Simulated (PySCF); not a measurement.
Cl$_{2}$GeH$_{4}$Si, BGeH$_{9}$Si$_{2}$, CH$_{4}$GeSi (calculated)

Calculation on a computer-drawn molecule: optimised geometry and harmonic frequencies of an isolated molecule of the commonest isotopes, restricted reference for singlets and unrestricted otherwise, frozen core in MP2; on germanium a core potential holds 10 electrons, which the energies leave out, and 3d is frozen in MP2 and coupled-cluster steps. Program: PySCF 2.14.0.

Common to all runs: charge 0; multiplicity 1; basis cc-pV(D+d)Z; basis and core potential on germanium cc-pVDZ-PP ECP10MDF.

```json
{"entry": 1, "formula": "Cl2GeH4Si", "start_structure": {"atoms_angstrom": [["Si", -0.6335, 0.2445, 1.2691], ["Ge", 0.2754, 1.2836, -0.7861], ["Cl", 0.6639, 3.3673, -0.5196], ["Cl", 2.1137, 0.4047, -1.352], ["H", -1.9697, 0.8876, 1.4562], ["H", -0.7966, -1.1196, 0.9701], ["H", 0.2393, 0.577, 2.3091], ["H", -0.6202, 1.2193, -2.0891]]}, "given": {"method": "HF", "drawn_bonds_atom": [1, 2, 2, 1, 1, 1, 2], "drawn_bonds_other_atom": [2, 3, 4, 5, 6, 7, 8], "drawn_bonds_order": [1, 1, 1, 1, 1, 1, 1]}, "results": {"optimised_atom_element": ["Si", "Ge", "Cl", "Cl", "H", "H", "H", "H"], "optimised_atom_x [angstrom]": [-0.6469, 0.2216, 0.5741, 2.149, -1.936, -0.8422, 0.3376, -0.5842], "optimised_atom_y [angstrom]": [0.2989, 1.275, 3.391, 0.3736, 0.95, -1.147, 0.5332, 1.189], "optimised_atom_z [angstrom]": [1.192, -0.8199, -0.4759, -1.259, 1.504, 0.9579, 2.265, -2.107], "modes_frequency [cm^-1]": [96.17, 99.44, 125.5, 158.1, 356.3, 426.8, 429.2, 552.8, 569.9, 757.5, 781.7, 964.9, 1016, 1019, 2274, 2332, 2338, 2351], "modes_reduced_mass [dalton]": [2.244, 1.503, 8.629, 24.14, 9.436, 39.66, 23.66, 1.147, 1.134, 1.056, 1.035, 1.11, 1.037, 1.037, 1.021, 1.021, 1.052, 1.049], "rotational_constants [GHz]": [2.022, 1.856, 1.111], "total_energy [hartree]": -1503.7430, "convergence_status_largest_gradient_component [hartree/bohr]": 2.313e-05}}
{"entry": 2, "formula": "BGeH9Si2", "start_structure": {"atoms_angstrom": [["Si", 0.4037, -0.1357, 0.4878], ["Si", -1.1033, 1.5978, 0.4675], ["B", -2.2786, 1.2048, -1.0584], ["Ge", -3.7356, -0.172, -1.0128], ["H", -0.1363, -1.4689, 0.4285], ["H", 1.3624, -0.1126, 1.6911], ["H", 1.4083, -0.0653, -0.603], ["H", -1.884, 1.4891, 1.8101], ["H", -0.3996, 2.8184, 0.5486], ["H", -1.9593, 1.6921, -2.0774], ["H", -3.2489, -1.4919, -1.7354], ["H", -4.9997, 0.1425, -1.8434], ["H", -4.194, -0.5971, 0.2766]]}, "given": {"method": "HF", "drawn_bonds_atom": [1, 2, 3, 1, 1, 1, 2, 2, 3, 4, 4, 4], "drawn_bonds_other_atom": [2, 3, 4, 5, 6, 7, 8, 9, 10, 11, 12, 13], "drawn_bonds_order": [1, 1, 1, 1, 1, 1, 1, 1, 1, 1, 1, 1]}, "results": {"optimised_atom_element": ["Si", "Si", "B", "Ge", "H", "H", "H", "H", "H", "H", "H", "H", "H"], "optimised_atom_x [angstrom]": [0.6645, -1.11, -2.204, -3.896, 0.1258, 1.473, 1.544, -1.916, -0.5159, -1.853, -3.883, -5.135, -4.059], "optimised_atom_y [angstrom]": [-0.09852, 1.472, 0.9983, -0.2309, -1.477, 0.1888, -0.02678, 1.407, 2.832, 1.425, -1.223, 0.6661, -1.032], "optimised_atom_z [angstrom]": [0.673, 0.4844, -1.162, -1.155, 0.7757, 1.882, -0.5194, 1.731, 0.3906, -2.228, -2.326, -1.311, 0.1449], "modes_frequency [cm^-1]": [29.04, 43.33, 83.53, 125.3, 150.2, 383.8, 403.3, 437.5, 447.9, 507.6, 531.1, 665.6, 712.3, 726.2, 758.6, 809.7, 902.4, 956.6, 970.5, 979.6, 1013, 1022, 1026, 1038, 2188, 2198, 2215, 2281, 2283, 2300, 2302, 2307, 2706], "modes_reduced_mass [dalton]": [4.519, 1.08, 1.079, 2.693, 2.912, 1.178, 2.078, 1.942, 1.612, 1.126, 1.146, 1.489, 1.824, 1.652, 1.311, 1.275, 1.055, 1.034, 1.052, 1.073, 1.148, 1.09, 1.085, 1.112, 1.022, 1.023, 1.013, 1.048, 1.031, 1.048, 1.039, 1.034, 1.092], "rotational_constants [GHz]": [5.328, 0.7663, 0.7095], "total_energy [hartree]": -901.1271, "convergence_status_largest_gradient_component [hartree/bohr]": 1.002e-05}}
{"entry": 3, "formula": "CH4GeSi", "start_structure": {"atoms_angstrom": [["Si", -1.1894, -2.009, 1.4664], ["C", -0.3263, -0.8973, 0.4491], ["Ge", -0.8365, -0.6486, -1.3905], ["H", -2.6431, -1.8044, 1.2394], ["H", 0.7075, -0.4678, 0.7301], ["H", -2.1161, -1.6396, -1.4539], ["H", 0.1164, -1.4367, -2.2821]]}, "given": {"method": "HF", "drawn_bonds_atom": [1, 2, 1, 2, 3, 3], "drawn_bonds_other_atom": [2, 3, 4, 5, 6, 7], "drawn_bonds_order": [1, 2, 1, 1, 1, 1]}, "results": {"optimised_atom_element": ["Si", "C", "Ge", "H", "H", "H", "H"], "optimised_atom_x [angstrom]": [-1.339, -0.259, -0.789, -2.556, 0.7536, -2.171, 0.07235], "optimised_atom_y [angstrom]": [-1.494, -1.061, -1.201, -1.908, -0.6999, -1.688, -0.8523], "optimised_atom_z [angstrom]": [1.895, 0.4663, -1.232, 1.074, 0.6294, -1.628, -2.446], "modes_frequency [cm^-1]": [169.2, 207.6, 452.9, 541.3, 598.9, 690.2, 873.5, 928.0, 942.5, 961.4, 1217, 2074, 2238, 2297, 3307], "modes_reduced_mass [dalton]": [1.581, 5.234, 1.016, 1.332, 1.142, 2.571, 1.09, 2.057, 1.208, 1.184, 1.541, 1.042, 1.02, 1.02, 1.087], "rotational_constants [GHz]": [30.42, 2.284, 2.125], "total_energy [hartree]": -622.4012, "convergence_status_largest_gradient_component [hartree/bohr]": 3.504e-05}}
{"entry": 4, "formula": "CH4GeSi", "start_structure": {"atoms_angstrom": [["Si", -1.3387, -1.4937, 1.8953], ["C", -0.259, -1.0607, 0.4663], ["Ge", -0.789, -1.2005, -1.232], ["H", -2.5558, -1.9084, 1.0736], ["H", 0.7536, -0.6999, 0.6294], ["H", -2.171, -1.6878, -1.6278], ["H", 0.0723, -0.8523, -2.4463]]}, "given": {"method": "MP2", "drawn_bonds_atom": [1, 2, 1, 2, 3, 3], "drawn_bonds_other_atom": [2, 3, 4, 5, 6, 7], "drawn_bonds_order": [1, 2, 1, 1, 1, 1]}, "results": {"optimised_atom_element": ["Si", "C", "Ge", "H", "H", "H", "H"], "optimised_atom_x [angstrom]": [-1.368, -0.2378, -0.7904, -2.535, 0.7882, -2.193, 0.04812], "optimised_atom_y [angstrom]": [-1.504, -1.054, -1.201, -1.898, -0.6881, -1.697, -0.8603], "optimised_atom_z [angstrom]": [1.896, 0.494, -1.228, 0.9891, 0.6521, -1.57, -2.474], "modes_frequency [cm^-1]": [83.39, 199.7, 444.7, 504.0, 534.4, 650.0, 816.7, 868.1, 886.7, 900.1, 1112, 2049, 2162, 2237, 3191], "modes_reduced_mass [dalton]": [1.507, 5.625, 1.017, 1.258, 1.161, 2.832, 1.086, 1.826, 1.257, 1.188, 1.593, 1.042, 1.019, 1.021, 1.087], "rotational_constants [GHz]": [28.88, 2.282, 2.114], "total_energy [hartree]": -622.7178, "convergence_status_largest_gradient_component [hartree/bohr]": 1.068e-05}}
```
